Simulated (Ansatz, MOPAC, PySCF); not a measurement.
Species: SbBr₂, charge 1, multiplicity 1. SMILES of the parent species: [Br][Sb][Br]
Geometry: optimised at B3LYP-D3(BJ)/def2-TZVP (Ansatz, an electronic-structure program).

Unscaled harmonic wavenumbers (cm⁻¹) in rising order, each level at the stationary point that it reaches from this structure (no distance between atoms moves by over 0.3 Å); the order of modes can differ between levels, and a negative number is imaginary. B3LYP-D3(BJ)/def2-TZVP (PySCF, at the structure above): 93, 285, 287.

PM6 (MOPAC): 91, 225, 232. Zero-point energy 0.8 against 1.0 kcal/mol.

PM7 (MOPAC): 69, 284, 322. Zero-point energy 1.0 against 1.0 kcal/mol.

B3LYP/LANL2DZ (Ansatz): 81, 245, 248. Zero-point energy 0.8 against 1.0 kcal/mol.
